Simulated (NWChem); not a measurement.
Species: C4H4F2; SMILES C=CC=C(F)F

```xyz
10

C      0.1633    -2.7367     0.0000
C     -0.3022    -1.4798     0.0000
C      0.5377    -0.2974     0.0000
C      0.0600     0.9489     0.0000
F      0.7998     2.0286     0.0000
F     -1.2124     1.2648     0.0000
H      1.2364    -2.9504     0.0000
H     -0.5165    -3.5913     0.0000
H     -1.3842    -1.3100     0.0000
H      1.6248    -0.3991     0.0000
```
Atoms are numbered in this order, from 1.

Results from NWChem. Pople sets run with spherical d functions. All runs use the structure optimised with PBE0/def2-SVP. Vertical excitations in the gas phase; the lowest state need not have the same character in each row.

```json
[
 {"level": "PBE/6-31+G*, full TDDFT", "lowest excitation, singlet (eV)": "5.46", "lowest state with f > 0.02, singlet (eV)": "5.49", "orbital gap (eV)": "3.95"},
 {"level": "B3LYP/6-31+G*, full TDDFT", "lowest excitation, singlet (eV)": "(withheld)", "lowest state with f > 0.02, singlet (eV)": "(withheld)", "orbital gap (eV)": "(withheld)"},
 {"level": "PBE0/6-31+G*, full TDDFT", "lowest excitation, singlet (eV)": "5.82", "lowest state with f > 0.02, singlet (eV)": "5.82", "orbital gap (eV)": "5.92"}
]
```

**Question.** Complete the blanks.

**Answer.** 
- B3LYP/6-31+G*, full TDDFT, lowest excitation, singlet (eV): 5.72
- B3LYP/6-31+G*, full TDDFT, lowest state with f > 0.02, singlet (eV): 5.72
- B3LYP/6-31+G*, full TDDFT, orbital gap (eV): 5.50
